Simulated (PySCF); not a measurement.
## How methods differ on the excitation energy of Cr²⁺

Cr²⁺ [Ar] 3d4 (5D) → Cr²⁺ [Ar] 3d3 4s1 (5F), as a difference of total energies. Computed with PySCF 2.14 in x2c-TZVPPall with one added diffuse shell each of s, p, d, f type (7s6p5d3f1g, 80 functions), with scalar relativity by spin-free X2C-1e. Correlated levels: valence and next inner shell: [Ne] frozen. The calculations carry no spin-orbit coupling.

```tsv
method	excitation energy (eV)
UHF	5.668
MP2 (valence and next inner shell)	6.285
SCS-MP2 (valence and next inner shell)	6.036
CCSD (valence and next inner shell)	6.076
CCSD(T) (valence and next inner shell)	6.074
```

Q: How much does correlation contribute at CCSD(T) (valence and next inner shell)?

A: 6.074 − (5.668) = 0.406 eV, measured against UHF.
